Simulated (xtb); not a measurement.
BeHI, SMILES [BeH][I]. All values are semi-empirical tight-binding results from xtb (GFN2-xTB unless named), good for trends rather than for accurate numbers. Geometry optimised at GFN2-xTB.

Optimised geometry:

Bonds (Å): Be1–H2 1.264, Be1–I3 2.199. Bond angles (°): H2–Be1–I3 180.0.
Charge 0, spin multiplicity 1.

For metal compounds this method's bond lengths and energies can be far off.

### Question
Estimate the properties. (The exact figures need the calculation; the answer reports its results.)

### Answer

```yaml
point_group_as_xtb_finds_it: C∞v
orbital_gap: 5.61 eV
zero_point_energy: 4.8 kcal/mol
G − E(el) at 298.15 K (modified RRHO): -10.0 kcal/mol
```

Computed atomic charges and the Wiberg bond orders between heavy atoms:
charges (e) Be1 0.53, H2 -0.22, I3 -0.31. Bond orders Be1–I3 1.19.
